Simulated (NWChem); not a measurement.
## Basis-set convergence for hydrogen iodide (HI)

```xyz
2

I      0.0000     0.0000     0.0302
H      0.0000     0.0000    -1.6026
```
Charge 0, spin multiplicity 1.

All runs are NWChem calculations. Structure: optimised with PBE/def2-SVP with def2 effective core potentials on I, a minimum by its harmonic frequencies.

Quantity: dipole moment at the level PBE.

Effective core potentials replace the inner electrons of I; spin-orbit coupling is left out.

In def2-QZVP the value is 0.43 D. Among def2-SVP, def2-SVPD, def2-TZVP, def2-TZVPP, def2-TZVPD, which is the smallest basis within 0.05 D of it?

def2-SVPD, with 43 functions against 112 (also within reach: def2-TZVP, def2-TZVPP, def2-TZVPD). def2-QZVP isn't the basis-set limit itself, and a small set can land close by cancellation.

| basis | functions | dipole moment (D) |
|---|---|---|
| def2-SVP | 31 | 0.61 |
| def2-SVPD | 43 | 0.42 |
| def2-TZVP | 56 | 0.47 |
| def2-TZVPP | 64 | 0.45 |
| def2-TZVPD | 68 | 0.41 |
| def2-QZVP | 112 | 0.43 |
